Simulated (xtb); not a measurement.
C$_{6}$H$_{13}$O$_{3}$ (SMILES CO[CH]COCCOC), doublet, from a rough starting geometry; GFN2-xTB run with xtb.

Input for xtb:
```
$ xtb mol.xyz --gfn 2 --uhf 1 --opt vtight --json

# file mol.xyz
22

C      3.39914953     0.77309865    -0.63041543
O      3.19668927    -0.52092305    -1.27289774
C      2.23808414    -1.35209257    -0.68498531
C      1.41847695    -0.94478997     0.44248319
O      0.42017134    -0.02139630     0.02967720
C     -0.55239900     0.35515906     1.06628956
C     -1.89770487     0.74989215     0.37667554
O     -2.60260517    -0.44199614     0.20856500
C     -3.80900057    -0.21027514    -0.39383031
H      4.09685069     1.26404429    -1.27251149
H      3.83425874     0.70456434     0.31155815
H      2.49052664     1.30518747    -0.54882589
H      1.98781867    -2.13432567    -1.33590561
H      0.89303347    -1.85758665     0.83124780
H      1.96694639    -0.54153734     1.29595038
H     -0.12853952     1.18714944     1.63370952
H     -0.71375905    -0.54526771     1.71006959
H     -1.69758177     1.16202612    -0.60162857
H     -2.38345515     1.46881567     0.95715052
H     -4.45774174     0.58957179     0.03442025
H     -3.60264788     0.13452894    -1.49889627
H     -4.35527917    -1.19862031    -0.48923460
```

Q: What does xtb print? Leave out banner, timings and long lists.

A: 
```
   ID    Z sym.   atoms
    1    6 C      1, 3, 4, 6, 7, 9
    2    8 O      2, 5, 8
    3    1 H      10-22

           -------------------------------------------------
          |                Calculation Setup                |
           -------------------------------------------------

           -------------------------------------------------
          |                 G F N 2 - x T B                 |
           -------------------------------------------------

          ...................................................
          :                      SETUP                      :
          :.................................................:
          :  # basis functions                  49          :
          :  # atomic orbitals                  49          :
          :  # shells                           31          :
          :  # electrons                        55          :
          :  max. iterations                   250          :
          :  Hamiltonian                  GFN2-xTB          :
          :  restarted?                      false          :
          :  GBSA solvation                  false          :
          :  PC potential                    false          :
          :  electronic temp.          300.0000000     K    :
          :  accuracy                    1.0000000          :
          :  -> integral cutoff          0.2500000E+02      :
          :  -> integral neglect         0.1000000E-07      :
          :  -> SCF convergence          0.1000000E-05 Eh   :
          :  -> wf. convergence          0.1000000E-03 e    :
          :  Broyden damping             0.4000000          :
          :  net charge                          0          :
          :  unpaired electrons                  1          :
          ...................................................

 iter      E             dE          RMSdq      gap      omega  full diag
   1    -31.7861826 -0.317862E+02  0.436E+00    7.34       0.0  T
   2    -31.8502688 -0.640862E-01  0.222E+00    7.15       1.0  T
   3    -31.8512725 -0.100365E-02  0.917E-01    7.34       1.0  T
   4    -31.8515443 -0.271814E-03  0.119E-01    7.36       1.0  T
   5    -31.8515690 -0.246948E-04  0.612E-02    7.33       1.0  T
   6    -31.8515732 -0.428369E-05  0.179E-02    7.33       1.2  T
   7    -31.8515740 -0.784157E-06  0.370E-03    7.33       5.8  T
   8    -31.8515741 -0.499757E-07  0.176E-03    7.33      12.1  T
   9    -31.8515741 -0.164419E-08  0.329E-04    7.33      64.7  T
  10    -31.8515741 -0.721300E-09  0.112E-04    7.33     189.7  T

   *** convergence criteria satisfied after 10 iterations ***

         :::::::::::::::::::::::::::::::::::::::::::::::::::::
         ::                     SUMMARY                     ::
         :::::::::::::::::::::::::::::::::::::::::::::::::::::
         :: total energy             -31.550065020780 Eh    ::
         :: gradient norm              0.146127789469 Eh/a0 ::
         :: HOMO-LUMO gap              7.334438754539 eV    ::
         ::.................................................::
         :: SCC energy               -31.851539215816 Eh    ::
         :: -> isotropic ES            0.049183017621 Eh    ::
         :: -> anisotropic ES          0.004621682206 Eh    ::
         :: -> anisotropic XC          0.003293662481 Eh    ::
         :: -> dispersion             -0.012631016824 Eh    ::
         :: repulsion energy           0.301474195036 Eh    ::
         :: add. restraining           0.000000000000 Eh    ::
         :: total charge              -0.000000000000 e     ::
         :::::::::::::::::::::::::::::::::::::::::::::::::::::

      -----------------------------------------------------------
     |                   =====================                   |
     |                        A N C O P T                        |
     |                   =====================                   |
     |               Approximate Normal Coordinate               |
[...]
 * total energy  :   -31.5713967 Eh     change       -0.2031831E-05 Eh
 * total energy  :   -31.5713991 Eh     change       -0.2403328E-05 Eh
 * total energy  :   -31.5714016 Eh     change       -0.2590514E-05 Eh
 * total energy  :   -31.5714038 Eh     change       -0.2137235E-05 Eh
 * total energy  :   -31.5714050 Eh     change       -0.1242563E-05 Eh
 * total energy  :   -31.5714056 Eh     change       -0.6038083E-06 Eh
 * total energy  :   -31.5714060 Eh     change       -0.3318567E-06 Eh
 * total energy  :   -31.5714062 Eh     change       -0.2292782E-06 Eh
 * total energy  :   -31.5714064 Eh     change       -0.1956721E-06 Eh
 * total energy  :   -31.5714065 Eh     change       -0.1553618E-06 Eh
 * total energy  :   -31.5714067 Eh     change       -0.1408152E-06 Eh
 * total energy  :   -31.5714067 Eh     change       -0.3421533E-08 Eh
   *** GEOMETRY OPTIMIZATION CONVERGED AFTER 44 ITERATIONS ***
         :: total energy             -31.571406684682 Eh    ::
[...]
     4   6 C        3.695     0.078    19.445     6.308
     5   8 O        1.699    -0.326    19.454     5.955
     6   6 C        3.696     0.085    19.333     6.290
     7   6 C        3.706     0.083    19.333     6.285
     8   8 O        1.702    -0.305    19.083     5.898
     9   6 C        3.656     0.040    20.181     6.449
    10   1 H        0.925     0.062     2.176     2.307
    11   1 H        0.924     0.043     2.406     2.426
    12   1 H        0.924     0.062     2.177     2.307
    13   1 H        0.926     0.053     2.288     2.365
    14   1 H        0.923     0.031     2.566     2.505
    15   1 H        0.923     0.026     2.639     2.541
    16   1 H        0.923     0.017     2.777     2.606
    17   1 H        0.923     0.042     2.427     2.436
    18   1 H        0.923     0.041     2.434     2.440
    19   1 H        0.923     0.021     2.716     2.577
    20   1 H        0.923     0.027     2.636     2.539
    21   1 H        0.924     0.031     2.570     2.507
    22   1 H        0.925     0.062     2.180     2.309

 Mol. C6AA /au·bohr⁶  :       3679.278623
 Mol. C8AA /au·bohr⁸  :      76269.918504
 Mol. α(0) /au        :         89.816317

Wiberg/Mayer (AO) data.
largest (>0.10) Wiberg bond orders for each atom

 ---------------------------------------------------------------------------
     #   Z sym  total        # sym  WBO       # sym  WBO       # sym  WBO
 ---------------------------------------------------------------------------
     1   6 C    3.942 --     2 O    0.986    10 H    0.980    12 H    0.972
                            11 H    0.971
     2   8 O    2.293 --     3 C    1.237     1 C    0.986
     3   6 C    3.367 --     2 O    1.237     4 C    1.051    13 H    0.965
     4   6 C    3.956 --     3 C    1.051    14 H    0.966    15 H    0.955
                             5 O    0.935
     5   8 O    2.058 --     6 C    0.991     4 C    0.935
     6   6 C    3.962 --     7 C    0.995     5 O    0.991    16 H    0.966
                            17 H    0.964
     7   6 C    3.960 --     6 C    0.995     8 O    0.991    19 H    0.966
                            18 H    0.964
     8   8 O    2.077 --     9 C    0.997     7 C    0.991
     9   6 C    3.952 --     8 O    0.997    22 H    0.980    20 H    0.977
                            21 H    0.977
    10   1 H    0.996 --     1 C    0.980
    11   1 H    0.998 --     1 C    0.971
    12   1 H    0.996 --     1 C    0.972
    13   1 H    0.997 --     3 C    0.965
    14   1 H    0.999 --     4 C    0.966
    15   1 H    0.999 --     4 C    0.955
    16   1 H    1.000 --     6 C    0.966
    17   1 H    0.998 --     6 C    0.964
    18   1 H    0.998 --     7 C    0.964
    19   1 H    0.998 --     7 C    0.966
    20   1 H    0.999 --     9 C    0.977
    21   1 H    0.999 --     9 C    0.977
    22   1 H    0.996 --     9 C    0.980
 ---------------------------------------------------------------------------

Topologies differ in total number of bonds
Writing topology from bond orders to xtbtopo.mol

molecular dipole:
                 x           y           z       tot (Debye)
 q only:       -0.036       0.679       0.384
   full:       -0.207       0.936       0.614       2.893
molecular quadrupole (traceless):
                xx          xy          yy          xz          yz          zz
 q only:        2.586       0.551      -0.283       3.989      -1.612      -2.304
  q+dip:        0.188       1.182       0.165       4.701      -1.482      -0.353
   full:        0.892       0.783       0.111       5.245      -1.669      -1.003

optimized geometry written to: xtbopt.xyz

           -------------------------------------------------
          | TOTAL ENERGY              -31.571406684682 Eh   |
          | GRADIENT NORM               0.000038249735 Eh/α |
          | HOMO-LUMO GAP               8.310558028825 eV   |
           -------------------------------------------------
```
